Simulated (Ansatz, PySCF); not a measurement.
This singlet lies 2.40 eV below the relaxed triplet at the level frozen-core CCSD(T)/cc-pVTZ // PBE0-D3(BJ)/def2-TZVP (Ansatz, a program for electronic structure).

# CH4N2, SMILES `[C](N)N` (lower singlet) (charge 0, multiplicity 1)

Calculation: PBE0-D3(BJ)/def2-TZVP (PySCF).

```
Property                             Result
-------------  ----------------------------
HOMO                               -5.81 eV
dipole moment                        2.90 D
HOMO–LUMO gap                       6.78 eV
LUMO                                0.97 eV
total energy                   -149.8581 Ha
cost           very roughly 12 core-seconds
```

Bond lengths (Å): N1–C2 1.330, N1–H4 1.019, N1–H5 1.002, C2–N3 1.330, N3–H6 1.002, N3–H7 1.019. Angles (°): C2–N1–H4 124.7, C2–N1–H5 119.0, H4–N1–H5 116.2, N1–C2–N3 113.1, C2–N3–H6 119.0, C2–N3–H7 124.7, H6–N3–H7 116.2.
Charge 0, spin multiplicity 1.
